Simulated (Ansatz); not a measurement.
```xyz
8

B    -0.4707   -1.2655   -0.0527
O     0.5950   -0.4395    0.0098
C     0.4352    0.9368    0.1036
F     0.6582    1.4903   -1.1220
H    -1.5799   -0.8118    0.0232
H    -0.2429   -2.4312   -0.1694
H    -0.5825    1.1955    0.4144
H     1.1876    1.3255    0.7931
```

Charge 0, multiplicity 1.

(1) List the r2SCAN/def2-TZVPP orbital energies in eV (Ansatz 0.2.0). (Estimate.)

Results:

(1) Ansatz gave: Occupied: -666.45, -517.07, -276.85, -181.21, -32.27, -28.10, -18.44, -14.90, -13.58, -13.55, -11.65, -10.40, -9.98, -9.46, -8.58, -7.89. Lowest empty: -1.40, 1.53, 1.96, 2.53, 2.80, 3.05, 3.56, 3.75.
